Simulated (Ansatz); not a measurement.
These are frozen-core CCSD(T)/cc-pVQZ // B3LYP-D3(BJ)/def2-TZVP (Ansatz, a quantum-chemistry and plane-wave program) values and carry that method's errors. The geometry is that of the parent before the electron was removed.

Ansatz 0.2 input:
```yaml
crystal:
  periodic: [false, false, false]
  atoms:
    - { symbol: B, position_ang: [-0.850646, -0.583005, 0.180549] }
    - { symbol: C, position_ang: [-0.250318, 0.740161, -0.078111] }
    - { symbol: Si, position_ang: [1.032571, -0.427342, -0.035765] }
    - { symbol: H, position_ang: [-1.814947, -1.234659, 0.376545] }
    - { symbol: H, position_ang: [-0.605129, 1.754772, -0.193377] }
    - { symbol: H, position_ang: [2.499325, -0.258127, -0.211784] }
basis:
  gaussian: { orbitals: cc-pVQZ }
correlation:
  method: ccsd_t
total_charge: 1
magnetization:
  spin_polarized: true
  initial_magnetization: 1
```

Output:

```
Functional definition: HF
1521 factors; integrals over basis functions are off by at most 8.7e-4 eV
mean field evaluation 1: about -9594.4736 eV, gradient 3.6e1 eV
mean field evaluation 2: about -9594.4760 eV, gradient 3.6e1 eV
mean field evaluation 4: about -9601.5984 eV, gradient 3.4e0 eV
mean field evaluation 8: about -9601.7708 eV, gradient 3.1e-1 eV
mean field evaluation 16: about -9594.4750 eV, gradient 3.6e1 eV
mean field evaluation 32: about -9600.6032 eV, gradient 5.7e0 eV
mean field evaluation 64: about -9601.6621 eV, gradient 2.8e-1 eV
mean field evaluation 96: about -9599.9022 eV, gradient 8.7e0 eV
mean field evaluation 128: about -9598.1155 eV, gradient 7.7e-1 eV
mean field evaluation 160: about -9601.6049 eV, gradient 2.5e-2 eV
mean field evaluation 192: about -9597.6475 eV, gradient 7.1e-4 eV
mean field evaluation 224: about -9597.6041 eV, gradient 8.8e0 eV
mean field evaluation 256: about -9597.9976 eV, gradient 1.1e0 eV
mean field evaluation 288: about -9594.5291 eV, gradient 1.5e0 eV
mean field evaluation 320: about -9596.5527 eV, gradient 1.6e-2 eV
mean field evaluation 352: about -9594.9527 eV, gradient 9.1e-1 eV
mean field evaluation 384: about -9594.9058 eV, gradient 1.6e0 eV
mean field evaluation 416: about -9597.3704 eV, gradient 1.9e1 eV
mean field -9601.78098736 eV, -352.8589429646 hartree, gradient 2.2e-6 eV, S^2 0.784720; 10 other end points of the search recorded, 0 dependent functions left out
determinant -9601.78098736 eV, -352.8589429646 hartree, with singles and doubles -9612.38292816 eV, -353.2485571027 hartree
determinant -9601.60493709 eV, -352.8524732364 hartree, with singles and doubles -9611.78443518 eV, -353.2265628914 hartree
determinant -9600.43539609 eV, -352.8094933974 hartree, with singles and doubles -9611.13634535 eV, -353.2027460292 hartree
7 core orbitals not correlated
reference -9601.78098736 eV, -352.8589429646 hartree; 7, 6 occupied and 245, 246 virtual orbitals, 1521 factors
second order -9.60642084 eV of doubles, -0.00000000 eV of singles
cycle   1  -10.26536879 eV  change   -8.9e-1 eV  update   2.6e-2
cycle   2  -10.31045973 eV  change   -4.5e-2 eV  update   6.8e-3
cycle   3  -10.30683308 eV  change    3.6e-3 eV  update   4.0e-3
cycle   4  -10.31006155 eV  change   -3.2e-3 eV  update   3.0e-3
cycle   5  -10.31221486 eV  change   -2.2e-3 eV  update   2.3e-3
cycle   6  -10.31319574 eV  change   -9.8e-4 eV  update   1.3e-3
cycle   7  -10.31360247 eV  change   -4.1e-4 eV  update   7.3e-4
cycle   8  -10.31329958 eV  change    3.0e-4 eV  update   3.4e-4
cycle   9  -10.31316942 eV  change    1.3e-4 eV  update   1.4e-4
cycle  10  -10.31315513 eV  change    1.4e-5 eV  update   4.7e-5
cycle  11  -10.31317140 eV  change   -1.6e-5 eV  update   1.9e-5
cycle  12  -10.31317064 eV  change    7.6e-7 eV  update   8.9e-6
perturbative correction -0.57055975 eV, -0.0209676840 hartree
Total energy: -9612.66471775 eV, -353.2589126790 hartree
```

Cost: around 50 core-minutes (rough).
